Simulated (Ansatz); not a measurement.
C2H8OSSn (`C[O][SnH]([CH3])[SH]`). Total charge 0; spin multiplicity 1. Sn takes the def2 core potential. All single points use the PBE0-D4/def2-TZVP geometry. It is one conformer, not always the lowest.

```xyz
13

C     1.820    0.869   -0.406
O     1.315    0.278    0.763
Sn   -0.398   -0.686    0.713
C    -1.946    0.645    0.112
S    -0.242   -2.372   -0.996
H     2.815    1.269   -0.188
H     1.920    0.150   -1.231
H     1.196    1.704   -0.758
H    -0.487   -1.368    2.269
H    -1.975    1.500    0.788
H    -2.907    0.131    0.136
H    -1.750    0.992   -0.902
H     0.638   -3.112   -0.301
```

**Question.** What is the dipole moment at ωB97M-V/def2-TZVPP? (Estimate.)

**Answer.** The calculation gave: 1.52 D, with components (-1.34, 0.67, 0.26) D in this frame, pointing from negative to positive charge.

**Question.** And with PBE, r2SCAN, B3LYP? (Estimate.)

**Answer.** The calculation gave: PBE 1.45 D, r2SCAN 1.50 D, B3LYP 1.51 D.

**Question.** Give the Mulliken charges with ωB97M-V, B3LYP, r2SCAN in def2-TZVPP. (Best estimate.)

**Answer.** Ansatz gave: 
```json
{"atom": "C1", "ωB97M-V": "-0.17", "B3LYP": "-0.11", "r2SCAN": "0.02"}
{"atom": "O2", "ωB97M-V": "-0.54", "B3LYP": "-0.55", "r2SCAN": "-0.55"}
{"atom": "Sn3", "ωB97M-V": "0.86", "B3LYP": "0.99", "r2SCAN": "0.94"}
{"atom": "C4", "ωB97M-V": "-0.61", "B3LYP": "-0.59", "r2SCAN": "-0.49"}
{"atom": "S5", "ωB97M-V": "-0.37", "B3LYP": "-0.40", "r2SCAN": "-0.40"}
{"atom": "H6", "ωB97M-V": "0.12", "B3LYP": "0.10", "r2SCAN": "0.06"}
{"atom": "H7", "ωB97M-V": "0.11", "B3LYP": "0.09", "r2SCAN": "0.06"}
{"atom": "H8", "ωB97M-V": "0.10", "B3LYP": "0.08", "r2SCAN": "0.04"}
{"atom": "H9", "ωB97M-V": "-0.08", "B3LYP": "-0.12", "r2SCAN": "-0.11"}
{"atom": "H10", "ωB97M-V": "0.15", "B3LYP": "0.13", "r2SCAN": "0.11"}
{"atom": "H11", "ωB97M-V": "0.15", "B3LYP": "0.13", "r2SCAN": "0.11"}
{"atom": "H12", "ωB97M-V": "0.15", "B3LYP": "0.13", "r2SCAN": "0.11"}
{"atom": "H13", "ωB97M-V": "0.13", "B3LYP": "0.11", "r2SCAN": "0.12"}
```

B3LYP here is the variant with VWN-RPA as its local correlation; programs differ in this.
